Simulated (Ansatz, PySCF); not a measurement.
Molecule: sum formula H3SiO, charge 0, multiplicity 2. It need not be the lowest isomer of its formula. 
Structure (B3LYP-D3(BJ)/def2-TZVP (Ansatz, a program for electronic structure) minimum search):
```
Si
O 1 1.6579
H 1 1.4810 2 112.66
H 1 1.4810 3 110.22 2 126.77
H 1 1.4912 3 110.25 4 121.94
```
Charge 0, spin multiplicity 2.

Dipole moments at this geometry, in debye (magnitudes).

```
level                    program  dipole (D)
-----------------------  -------  ----------
HF/def2-TZVPD              PySCF        1.52
SVWN5/def2-TZVPD          Ansatz        2.25
BP86/def2-TZVPD            PySCF        1.95
TPSS/def2-TZVPD            PySCF        1.79
r2SCAN/def2-TZVPD         Ansatz        1.76
TPSSh/def2-TZVPD           PySCF        1.70
r2SCANh/def2-TZVPD        Ansatz        1.69
r2SCAN0/def2-TZVPD        Ansatz        1.63
M06-2X/def2-TZVPD          PySCF        1.68
CAM-B3LYP/def2-TZVPD      Ansatz        1.73
LC-wPBE/def2-TZVPD        Ansatz           ?
wB97M-V/def2-TZVPD        Ansatz        1.64
CCSD(T)/aug-cc-pV(D+d)Z   Ansatz           ?
```

### Question
Fill in the missing entries.

### Answer

- LC-wPBE/def2-TZVPD, dipole (D): 1.63
- CCSD(T)/aug-cc-pV(D+d)Z, dipole (D): 1.58
